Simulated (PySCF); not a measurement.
C5H5Cl. Atoms are numbered in the order given.

```xyz
11

C     -3.1525     0.4694     0.6593
C     -1.7935    -0.0366     0.7079
C     -0.6515    -0.4518     0.7383
C      0.6721    -0.9529     0.7955
C      1.6902    -0.5772     0.0039
Cl     1.5527     0.5996    -1.2366
H     -3.3950     1.0434     1.5679
H     -3.2957     1.1333    -0.2073
H     -3.8807    -0.3533     0.5800
H      0.8967    -1.7159     1.5495
H      2.6891    -1.0061     0.1029
```
Charge 0, spin multiplicity 1.

Geometry: PBE0-D3(BJ)/def2-SVP. The structure was generated by enumeration; whether it is a known compound was not checked.

Calculation: PBE/pcSseg-1 in PySCF.

GIAO shieldings, no solvent; atoms alike by connectivity are averaged. δ = σ(ref) − σ: ¹³C against TMS (σ = 182.0 ppm); ³⁵Cl against HCl (σ = 936.5 ppm); ¹H against TMS (σ = 31.49 ppm), references at their B3LYP-D3(BJ)/def2-TZVP geometries, non-relativistic (without spin–orbit terms, shifts of atoms bonded to Cl or Br come out too high).

```
atoms       nucleus  count  δ (ppm)
----------  -------  -----  -------
C5              ¹³C      1        …
C4              ¹³C      1    118.2
C2              ¹³C      1        …
C3              ¹³C      1        …
C1              ¹³C      1      8.4
Cl6            ³⁵Cl      1    256.2
H11              ¹H      1     6.32
H10              ¹H      1        …
H7, H8, H9       ¹H      3     2.48
```

**Question.** What belongs in the gaps? (An estimate is asked for; the answer gives what the named calculation found.)

**Answer.** 
- H10, δ (ppm): 5.95
- C3, δ (ppm): 83.1
- C5, δ (ppm): 141.7
- C2, δ (ppm): 107.2
